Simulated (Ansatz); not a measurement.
Reaction (β-hydride elimination): `C[CH2][Ga]([CH3])[Cl]` → `[CH3][GaH][Cl]` + `C=C`

Program: Ansatz. Geometries: PBE0-D4/def2-TZVP. ΔE: electronic, gas phase. CCSD(T)/CBS is the MP2 limit (def2-TZVPP, def2-QZVPP) plus CCSD(T) − MP2 in def2-TZVPP, frozen cores. This one scheme is used for every species. For Ga outer-core shells are correlated without core-valence functions, which leaves a few kJ/mol of doubt a bond. Scalar relativity is left out up to krypton. Each species was taken in one conformer, which may not be the lowest.

`C[CH2][Ga]([CH3])[Cl]`:

Cartesian coordinates in Å:
```
C 0.219 -0.565 1.803
C -0.333 -1.232 0.548
Ga -0.301 -0.123 -1.074
C 0.309 1.708 -1.402
Cl -1.097 -1.115 -2.837
H 0.172 -1.233 2.667
H -0.340 0.338 2.063
H 1.264 -0.269 1.680
H -1.372 -1.548 0.691
H 0.216 -2.149 0.312
H 1.069 1.704 -2.186
H 0.722 2.172 -0.506
H -0.528 2.311 -1.761
```

`[CH3][GaH][Cl]`:

```xyz
7

C    -0.924    0.251    0.048
Ga    0.979   -0.173    0.136
Cl    1.795   -1.244   -1.553
H    -1.442   -0.156    0.920
H    -1.371   -0.156   -0.858
H    -1.066    1.335    0.060
H     2.029    0.143    1.246
```

`C=C`:

Cartesian coordinates in Å:
```
C -0.402 -0.016 -0.525
C 0.402 0.016 0.525
H -0.015 -0.045 -1.538
H -1.481 -0.015 -0.417
H 0.015 0.044 1.538
H 1.481 0.016 0.417
```

```
                species  CCSD(T)/CBS(def2) energy (Eh)
`C[CH2][Ga]([CH3])[Cl]`                    -2502.76657
       `[CH3][GaH][Cl]`                    -2424.23293
                  `C=C`                      -78.48111
```

Question: Work out ΔE.

Answer: ΔE = (-2424.23293) + (-78.48111) − (-2502.76657) = 0.05253 Eh = +1.43 eV.

Largest T1 diagnostic among the species: 0.011.

Leaving LDA and LC-ωPBE aside and taking each functional with its dispersion term where it has one, the values, not all of them listed here, spread over 0.34 eV, from BLYP-D4 to PBE-QIDH. LDA lies +0.39 eV from PBE without D4. From BLYP to BHLYP (50 % exact exchange), in def2-TZVPP and without D4, ΔE moves by +0.24 eV. At CCSD(T), def2-SVP lies −0.09 eV from the extrapolated value and def2-TZVPP −0.04 eV.
